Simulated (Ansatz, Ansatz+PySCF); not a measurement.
```yaml
atoms:
  - { symbol: C, position_ang: [-0.1541, 0.6260, 0.3623] }
  - { symbol: C, position_ang: [0.1548, -0.6295, -0.3605] }
  - { symbol: H, position_ang: [-0.7710, 0.6469, 1.2483] }
  - { symbol: H, position_ang: [0.2117, 1.5624, -0.0328] }
  - { symbol: H, position_ang: [1.0219, -1.1920, -0.0573] }
  - { symbol: H, position_ang: [-0.4892, -1.0625, -1.1138] }
```

Basis set: def2-SVP (spherical functions). Correlated methods keep 2 orbitals frozen. Charge 0, multiplicity 3.

Computed with Ansatz (development build ahead of 0.2.0); each method stands on the lowest determinant of its kind that the runs found.

The atomization energy at this shape (free ground-state atoms in the same class of orbitals less the molecule, no zero-point energy) of triplet C₂H₄:

| method | atomization energy |
| --- | --- |
| UHF | 16.93 eV |

**Question.** What does UHF-MP2 give?

**Answer.** 20.56 eV. Caution: another spin multiplicity may lie lower.
